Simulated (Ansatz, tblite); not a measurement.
Forces on Ta4⁺ at its r2SCAN-D4/def2-SVP geometry. The state is a doublet with charge 1.

In the def2 sets Ta takes a core potential; there is no spin–orbit coupling. The xTB rows come from tblite. Another isomer (doublet) lies 1.53 eV lower at PBE0-D4/def2-TZVP; other spin states weren't run for this one.

GFN1-xTB (tblite), largest force 12.33 eV/Å:

```xyz
4
positions Å, forces eV/Å
Ta   -0.269    1.269   -0.076   -1.883    7.790   -0.420
Ta    1.998    0.400   -0.431   11.826    2.372   -2.549
Ta   -2.000   -0.401    0.431  -11.396   -2.282    2.456
Ta    0.272   -1.269    0.075    1.454   -7.880    0.513
```

GFN2-xTB (tblite), largest force 44.90 eV/Å:

```
Ta 5.214 -25.285 1.541
Ta -42.734 -8.550 9.209
Ta 43.075 8.639 -9.286
Ta -5.555 25.196 -1.464
```

PBE-D4/def2-TZVP (Ansatz), largest force 0.14 eV/Å:

```
Ta -0.076 0.113 0.004
Ta -0.025 -0.004 0.005
Ta 0.126 0.026 -0.027
Ta -0.024 -0.134 0.018
```
